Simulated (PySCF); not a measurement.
# Atomic charges by several schemes

Species: GeBrH3.
Z-matrix (Å and degrees, PBE0-D3(BJ)/def2-SVP geometry), rows numbered from 1:
```
Ge
Br  1  2.3125
H   1  1.5344  2  107.42
H   1  1.5345  2  107.46  3  -120.00
H   1  1.5344  2  107.42  3   119.98
```

Density: PBE0/pcSseg-1 (pcSseg-2 on Ge) (PySCF); schemes: Mulliken, IAO, Hirshfeld and ESP-fitted. Geometry: PBE0-D3(BJ)/def2-SVP; no solvent, vibrations or thermal averaging. The calculation is non-relativistic, for germanium and bromine too.

Question: What partial charge does each atom carry?

Answer: In e:

```tsv
atom	environment	Mulliken	IAO	Hirshfeld	ESP-fitted
Ge1	germanium bonded to Br and 3 H	+0.164	+0.488	+0.315	+0.015
Br2	bromine bonded to Ge	-0.191	-0.264	-0.145	-0.148
H3	hydrogen on Ge1	+0.009	-0.075	-0.057	+0.044
H4	hydrogen on Ge1	+0.009	-0.075	-0.057	+0.044
H5	hydrogen on Ge1	+0.009	-0.075	-0.057	+0.044
```

Mean size of the charges over all atoms: IAO 0.195 e, Hirshfeld 0.126 e, Mulliken 0.076 e, ESP-fitted 0.059 e. Each set sums to the total charge, 0, to within 0.001 e. The Mulliken scheme gives each basis function's population to the atom it is centred on and halves the overlap population of two atoms between them. The IAO scheme counts the electrons in orthogonalised intrinsic atomic orbitals, a minimal basis polarised so that it spans the occupied orbitals exactly.

Lowest charge. All schemes agree: Mulliken Br2 (-0.191); IAO Br2 (-0.264); Hirshfeld Br2 (-0.145); ESP-fitted Br2 (-0.148).

Highest charge. The schemes don't all agree: Mulliken Ge1 (+0.164); IAO Ge1 (+0.488); Hirshfeld Ge1 (+0.315); ESP-fitted H3, H4 and H5 (+0.044).

Question: How many electrons does the ESP-fitted scheme count on Br2?

Answer: Z − q = 35 − (-0.148) = 35.148.

Question: Sum the charges by element, for elements with more than one atom.

Answer: 
```json
{"element": "H", "atoms": "3", "Mulliken": "+0.027", "IAO": "-0.224", "Hirshfeld": "-0.170", "ESP-fitted": "+0.133"}
```

The run behind these numbers computed NMR shieldings as well. Time: 8.8 s. Hardware: x86-64 server, one thread, on a shared host.
